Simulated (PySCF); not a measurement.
## TDDFT excited states: TiCl4

Compound: TiCl4 (singlet state).
SMILES: `[Cl][Ti]([Cl])([Cl])[Cl]`

Level of theory: TDDFT CAM-B3LYP/def2-SVPD, vertical, gas phase, core orbitals frozen in the response (PySCF). Geometry: PBE0-D3(BJ)/def2-SVP; no solvent, vibrations or thermal averaging.

Question: List the vertical singlet excitations with oscillator strengths and describe the spectrum.

Answer: 

| state | E (eV) | E (kJ/mol) | λ (nm) | f | symmetry | main configurations (H = HOMO, L = LUMO) |
| --- | --- | --- | --- | --- | --- | --- |
| S1 | 4.31 | 416 | 287.7 | 0.0000 | – | H-2/H-1/H→L/L+1 (≥96%) |
| S2 | 4.32 | 417 | 287.0 | 0.0000 | – | H-2/H-1/H→L/L+1 (≥93%) |
| S3 | 4.32 | 417 | 286.7 | 0.0000 | – | H-2/H-1/H→L/L+1 (≥91%) |
| S4 | 4.56 | 440 | 272.0 | 0.021 | T2 | H-2/H-1/H→L/L+1 (≥81%) |
| S5 | 4.56 | 440 | 271.9 | 0.021 | T2 | H-2/H-1/H→L/L+1 (≥84%) |
| S6 | 4.56 | 440 | 271.9 | 0.022 | T2 | H-2/H-1/H→L/L+1 (≥87%) |
| S7 | 5.00 | 482 | 248.0 | 0.0000 | – | H-2/H-1/H→L+2 (≥39%), H-2/H-1/H→L+3 (≥24%) |
| S8 | 5.01 | 483 | 247.7 | 0.0000 | – | H-2/H-1/H→L+3 (≥33%), H-3→L/L+1 (≥22%), H-2/H-1/H→L+2 (≥16%) |
| S9 | 5.01 | 483 | 247.4 | 0.0001 | – | H-2/H-1/H→L+2 (≥34%), H-2/H-1/H→L+4 (≥14%), H-4→L/L+1 (≥13%) |
| S10 | 5.01 | 484 | 247.3 | 0.0001 | – | H-2/H-1/H→L+3 (≥38%), H-5→L/L+1 (≥21%), H-2/H-1/H→L+4 (≥17%) |

Triplets (Tamm–Dancoff): T1 4.12 eV, H-2/H-1/H→L/L+1 (≥85%); T2 4.12 eV, H-2/H-1/H→L/L+1 (≥73%); T3 4.12 eV, H-2/H-1/H→L/L+1 (≥86%); T4 4.22 eV, H-2/H-1/H→L/L+1 (≥91%).

The lowest singlet comes at 288 nm (416 kJ/mol) in the ultraviolet; it is dark (f under 0.0005); its leading configuration is HOMO-2/HOMO-1/HOMO→LUMO/LUMO+1 (≥96%). The strongest level in the table is S4/S5/S6 at 4.56 eV (272 nm, f = 0.064 summed). S2/S3, S4/S5/S6 and S7/S8/S9/S10 lie within about 0.01 eV of each other in each set; the point group Td has degenerate representations, and within a degenerate level the listed configurations can mix freely. For S1 the Löwdin share of titanium is at most 1% in HOMO and 77% in LUMO (ligand-to-metal charge transfer by this measure); for S4 the Löwdin share of titanium is at most 1% in HOMO and 77% in LUMO+1 (ligand-to-metal charge transfer by this measure). The listed states span 0.71 eV, and the widest gap between neighbours is 0.44 eV (S6 to S7). The oscillator strengths of these states sum to 0.065; summed over the whole spectrum of an exact calculation they would give the number of electrons, 90 (Thomas–Reiche–Kuhn). Weighted by f, the mean energy of these states is 4.56 eV. No computed singlet lies in the visible range (380 to 750 nm); the lowest, at 288 nm, stands 1.05 eV above its violet end (3.26 eV). All these states lie below the vertical ionisation energy of 11.90 eV (ΔSCF). Symmetry labels in Td follow from the direction of the transition dipole and are given only for states with f of 0.002 or more. Orbitals of the list HOMO-3 to LUMO+2 that lie within 0.01 eV of each other are written together with a slash and their weights summed (≥ marks a lower bound); for degenerate orbitals outside that list single weights are arbitrary. Only the lowest 10 singlets were computed, as vertical energies without vibronic structure.

On an Intel Xeon Platinum 8375C at 2.90 GHz with one thread, no GPU (shared host), this took 80 s wall and 0.69 GiB of memory at its peak.
